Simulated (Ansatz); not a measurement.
C3H6F2Si (`F/C=C(\[SiH3])CF`) at its PBE0-D4/def2-TZVP geometry, where that method's forces vanish. The species carries charge 0 and has multiplicity 1.

```json
{"atom": "F1", "x (Å)": "-1.4259", "y (Å)": "1.4325", "z (Å)": "-1.4100"}
{"atom": "C2", "x (Å)": "-0.9156", "y (Å)": "0.2039", "z (Å)": "-1.2452"}
{"atom": "C3", "x (Å)": "-0.1267", "y (Å)": "-0.0759", "z (Å)": "-0.2219"}
{"atom": "Si4", "x (Å)": "0.3021", "y (Å)": "1.2451", "z (Å)": "1.0346"}
{"atom": "C5", "x (Å)": "0.4324", "y (Å)": "-1.4502", "z (Å)": "-0.0555"}
{"atom": "F6", "x (Å)": "0.0234", "y (Å)": "-2.3048", "z (Å)": "-1.0603"}
{"atom": "H7", "x (Å)": "-1.2277", "y (Å)": "-0.4780", "z (Å)": "-2.0268"}
{"atom": "H8", "x (Å)": "1.0245", "y (Å)": "2.3727", "z (Å)": "0.3956"}
{"atom": "H9", "x (Å)": "-0.9179", "y (Å)": "1.7545", "z (Å)": "1.7081"}
{"atom": "H10", "x (Å)": "1.1887", "y (Å)": "0.6144", "z (Å)": "2.0493"}
{"atom": "H11", "x (Å)": "1.5281", "y (Å)": "-1.4280", "z (Å)": "-0.0665"}
{"atom": "H12", "x (Å)": "0.1146", "y (Å)": "-1.8862", "z (Å)": "0.8986"}
```

Problem. For each bond, give half the difference of the two atoms' forces along it (eV/Å; positive pushes the atoms apart) under PBE-D4, r2SCAN-D4, B3LYP-D4, ωB97M-V in def2-TZVPP. (Best estimate.)

Solution. Ansatz gave: 
```json
{"bond": "F1–C2", "length (Å)": "1.341", "PBE-D4": "0.46", "r2SCAN-D4": "0.32", "B3LYP-D4": "0.44", "ωB97M-V": "0.39"}
{"bond": "C2–C3", "length (Å)": "1.322", "PBE-D4": "0.36", "r2SCAN-D4": "0.14", "B3LYP-D4": "-0.07", "ωB97M-V": "-0.21"}
{"bond": "C2–H7", "length (Å)": "1.083", "PBE-D4": "-0.07", "r2SCAN-D4": "-0.17", "B3LYP-D4": "-0.20", "ωB97M-V": "-0.14"}
{"bond": "C3–Si4", "length (Å)": "1.873", "PBE-D4": "-0.16", "r2SCAN-D4": "-0.10", "B3LYP-D4": "0.06", "ωB97M-V": "0.07"}
{"bond": "C3–C5", "length (Å)": "1.493", "PBE-D4": "-0.20", "r2SCAN-D4": "-0.05", "B3LYP-D4": "0.07", "ωB97M-V": "0.20"}
{"bond": "Si4–H8", "length (Å)": "1.484", "PBE-D4": "0.09", "r2SCAN-D4": "-0.01", "B3LYP-D4": "-0.08", "ωB97M-V": "-0.13"}
{"bond": "Si4–H9", "length (Å)": "1.484", "PBE-D4": "0.09", "r2SCAN-D4": "-0.01", "B3LYP-D4": "-0.08", "ωB97M-V": "-0.13"}
{"bond": "Si4–H10", "length (Å)": "1.488", "PBE-D4": "0.06", "r2SCAN-D4": "-0.03", "B3LYP-D4": "-0.08", "ωB97M-V": "-0.09"}
{"bond": "C5–F6", "length (Å)": "1.381", "PBE-D4": "0.54", "r2SCAN-D4": "0.34", "B3LYP-D4": "0.41", "ωB97M-V": "0.26"}
{"bond": "C5–H11", "length (Å)": "1.096", "PBE-D4": "0.09", "r2SCAN-D4": "-0.05", "B3LYP-D4": "-0.14", "ωB97M-V": "-0.17"}
{"bond": "C5–H12", "length (Å)": "1.096", "PBE-D4": "0.09", "r2SCAN-D4": "-0.05", "B3LYP-D4": "-0.14", "ωB97M-V": "-0.17"}
```

B3LYP here is the variant with VWN-RPA as its local correlation; programs differ in this.
